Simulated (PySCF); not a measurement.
A structure optimised at B3LYP-D3(BJ)/def2-SVP, used in a PySCF frequency run:

```
C
F 1 1.3443
F 1 1.3443 2 107.93
F 1 1.3526 2 106.83 3 -114.57
C 1 1.4827 2 111.62 4 -122.42
H 5 1.0903 1 118.95 2 34.65
H 5 1.0903 6 121.29 1 -169.57
```
Charge 0, spin multiplicity 2.

Problem. Write its SMILES, formula and point group.

Solution. [CH2]C(F)(F)F, C₂H₂F₃, Cs

Problem. What are its rotational constants (standard atomic weights)?

Solution. 5.5435, 5.4588, 5.3275 GHz
